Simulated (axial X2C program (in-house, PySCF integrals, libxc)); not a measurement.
Which molecule has these constants?

All values come from calculations with an axial X2C code built on PySCF integrals, spin-free (one-electron X2C) or two-component (2c: spin–orbit coupling with atomic mean-field Coulomb and Gaunt terms, which also bring small scalar terms), in Dyall basis sets with cores contracted in-house; open shells are unrestricted.

A two-component PBE0 calculation in a Dyall 3-zeta basis gave Re = 3.277 Å, ωe = 191.2 cm⁻¹, De = 0.04 eV, Ω = 1/2.

Task: Which molecule is it?
A. LiRb⁺
B. RbH⁺
C. NaRb⁺

Result: B. The others have LiRb⁺ 4.028 Å and 132.3 cm⁻¹ (Ω = 1/2); NaRb⁺ 4.266 Å and 72.9 cm⁻¹ (Ω = 1/2).

Each entry is the lowest single determinant of a limited PBE0 search at one distance. De goes to single-determinant-based atoms at the same level (for ions the charge split of lowest energy) and is withheld (n/a) where an atom does not fit its ground term or J level. Main or longest-lived isotopes.
